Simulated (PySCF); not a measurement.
Molecule: `O=C1C=CC[C@H]1C[SiH3]`, C₆H₁₀OSi.

Bonds (- single, = double, # triple, : aromatic): O1=C2, C2-C3, C3=C4, C4-C5, C5-C6, C6-C7, C7-Si8, C6-C2. C3 carries H9; C4 carries H10; C5 carries H11, H12; C6 carries H13; C7 carries H14, H15; Si8 carries H16, H17, H18. Stereochemistry as in O=C1C=CC[C@H]1C[SiH3]. H12 is cis to C7 on the ring; H15 is pro-R; H14 is pro-S; H11 is trans to C7 on the ring.

Frames of a GFN2-xTB Langevin trajectory at 300 K; GIAO PBE0/pcSseg-1 shieldings in PySCF, gas phase, non-relativistic; equivalent atoms averaged within each frame.

References, each an isolated molecule treated in the same way: ¹⁷O (336.08 ppm) against H2O; ¹³C (186.93 ppm), ²⁹Si (349.16 ppm), ¹H (31.72 ppm) vs TMS. The references are static minima.

**Question.** How do the shifts (ppm) fluctuate along the trajectory?

**Answer.** 
```tsv
time (fs)	O1	C2	C4	C3	C6	C5	C7	Si8	H10	H9
250	659.5	234.6	173.7	139.8	49.7	45.9	16.4	-57.2	8.53	6.42
425	561.9	218.7	173.0	139.7	46.4	42.3	20.4	-79.6	8.08	6.40
625	628.3	218.9	177.2	145.4	49.6	48.0	18.1	-80.1	7.95	6.40
800	583.0	224.0	159.1	140.4	44.9	50.4	24.4	-69.3	7.49	6.90
1000	621.3	217.7	181.1	140.2	46.6	50.3	19.7	-73.1	8.30	6.39
mean of frames	610.8	222.8	172.8	141.1	47.4	47.4	19.8	-71.9	8.07	6.50
standard deviation	38.6	7.0	8.3	2.4	2.1	3.4	3.0	9.4	0.39	0.22
```

5 frames give an uncertainty of the mean of about the standard deviation over 2.2 at best, since frames this close in time may not be independent; classical motion lacks zero-point vibration, and the reference would need the same averaging.
